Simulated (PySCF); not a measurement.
## Correlation energy of As²⁺ (arsenic, charge +2)

[Ar] 3d10 4s2 4p1, 2P determinant. Computed with PySCF 2.14 in aug-cc-pVTZ-PP with ECP10MDF (6s5p4d2f, 55 functions), with a scalar-relativistic core potential. Frozen: 3s2 3p6 3d10; 3 electrons correlated.

MP2 pair energies summed by pair of shells (mhartree):

```csv
pair,energy,share (%)
4s-4s,-22.47,55.5
4s-4p,-18.00,44.5
```

Total MP2 correlation energy: -40.47 mhartree.

Same-spin part -2.65 and opposite-spin part -37.82 mhartree; SCS-MP2 scales them by 1/3 and 6/5 to -46.27 mhartree.
